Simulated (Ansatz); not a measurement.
Species: sum formula NbO2Cl, charge 1, multiplicity 2. The spin state was set by rule; other spins were not relaxed. 
Coordinates optimised at B3LYP-D3(BJ)/def2-TZVP (Ansatz, an electronic-structure program):
```xyz
4

Nb     0.2676     0.1233     0.3490
O      1.5273    -0.8375    -0.3111
O     -0.4742    -1.1961     1.2971
Cl    -1.1409     0.6597    -1.3057
```
Charge +1, spin multiplicity 2.

Basis-set convergence of Hartree-Fock and CCSD(T) correlation energies (hartree) with Ansatz. Cores are frozen in the correlated levels unless marked. Open shells are spin-unrestricted. No spin-orbit coupling. Frozen are the shells of the preceding noble gas and the d and f shells that filled before the atom's block. In def2 rows, elements after Kr have scalar-relativistic effective core potentials.

The UHF reference is spin-contaminated (<S^2> 0.47 over the pure value in the largest basis). The T1 diagnostic of CCSD in the largest basis is 0.062, which is high, so the coupled-cluster rows are less sure than usual.

| basis | functions | E(HF) | E(corr, CCSD(T)) |
|---|---|---|---|
| def2-SVP | 77 | -665.07387 | -0.67363 |
| def2-TZVPP | 160 | … | … |

Q: Fill in the missing entries.

A: 
- def2-TZVPP, E(HF): -665.45056
- def2-TZVPP, E(corr, CCSD(T)): -0.84940
